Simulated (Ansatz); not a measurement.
Cost and result for the atomization energy of BBrFH₃Si (`FB([SiH3])Br`) (7 atoms, 6 bonds).

```xyz
7

F     0.0307   -1.9705    0.9923
B     0.3691   -1.0707    0.0980
Si   -0.3841    0.8107    0.0571
Br    1.6527   -1.6073   -1.2292
H    -1.0547    1.0223   -1.2527
H    -1.3562    1.0423    1.1571
H     0.7425    1.7732    0.1774
```

The species carries charge 0 and has multiplicity 1. Correlated methods include outer-core shells of Br, which these sets cover unevenly. Scalar relativity is left out up to krypton. Geometry: relaxed with PBE0-D4/def2-TZVP. Program: Ansatz. All runs use 2 threads of an Intel Xeon 6975P-C on a shared host. Times are those of one run each, without the atoms' runs, and a repeat can differ threefold. Electronic energies, without spin–orbit coupling; frozen cores. CCSD(T)/CBS adds CCSD(T) − MP2 in def2-TZVPP to the MP2 limit, and its time is that of the two runs behind it. T1 = 0.012. With those shells the extrapolation isn't a true limit.

CCSD(T)/CBS is a level of theory with its own doubt, some kJ/mol a heavy atom from the limit and from the frozen cores, so smaller differences don't rank the functionals.

| level | functions | atomization (kJ/mol) | difference from CCSD(T)/CBS | per bond |
| --- | --- | --- | --- | --- |
| PBE0-D4/def2-TZVPP | 194 | 2299.8 | -8.1 | -1.3 |
| MP2/def2-QZVPP | 363 | 2329.6 | 21.7 | 3.6 |
| CAM-B3LYP-D4/def2-TZVPP | 194 | 2310.5 | 2.6 | 0.4 |
| B97M-V/def2-TZVPP | 194 | 2320.9 | 13.0 | 2.2 |
| CCSD(T)/def2-TZVPP | 194 | 2247.4 | -60.5 | -10.1 |
| B2PLYP/def2-TZVPP | 194 | 2279.2 | -28.7 | -4.8 |
| r2SCAN-D4/def2-TZVPP (with forces) | 194 | 2327.5 | 19.6 | 3.3 |
| PBE-D4/def2-TZVPP (with forces) | 194 | 2333.3 | 25.4 | 4.2 |
| r2SCANh-D4/def2-TZVPP | 194 | 2311.8 | 3.9 | 0.7 |
| CCSD(T)/CBS(def2) | – | 2307.9 | 0.0 | 0.0 |
| PBE-QIDH/def2-TZVPP | 194 | 2293.7 | -14.2 | -2.4 |
| CCSD(T)/def2-SVP | 93 | 2181.3 | -126.6 | -21.1 |
| revPBE-D4/def2-TZVPP | 194 | 2277.4 | -30.5 | -5.1 |

(1) Order the runs by time, with rough figures. (Estimate.)

Answers

(1) Ansatz gave: revPBE-D4/def2-TZVPP 1.2 s; PBE-D4/def2-TZVPP (with forces) 1.6 s; PBE0-D4/def2-TZVPP 1.9 s; CAM-B3LYP-D4/def2-TZVPP 2.5 s; r2SCAN-D4/def2-TZVPP (with forces) 2.6 s; CCSD(T)/def2-SVP 2.9 s; r2SCANh-D4/def2-TZVPP 3.4 s; PBE-QIDH/def2-TZVPP 3.7 s; B2PLYP/def2-TZVPP 3.9 s; B97M-V/def2-TZVPP 4.5 s; MP2/def2-QZVPP 14 s; CCSD(T)/def2-TZVPP 31 s; CCSD(T)/CBS(def2) 45 s.

The D4 term adds +23.9 kJ/mol with B3LYP and +12.3 kJ/mol with PBE0; it sums over pairs of atoms, weighted by their polarisabilities, and B3LYP, whose exchange is more repulsive, gets the larger term. At CCSD(T), def2-SVP lies −126.5 kJ/mol from the extrapolated value and def2-TZVPP −60.4 kJ/mol: correlation converges slowly with the basis, and small sets miss more of it in the bonded molecule than in its fragments. In def2-TZVPP, CCSD(T) changes the Hartree–Fock value by +482.5 kJ/mol (the triples alone add +32.9 kJ/mol) and MP2 by +529.2 kJ/mol; breaking electron pairs costs correlation energy, which Hartree–Fock lacks.

B3LYP here is the variant with VWN-RPA as its local correlation; programs differ in this.
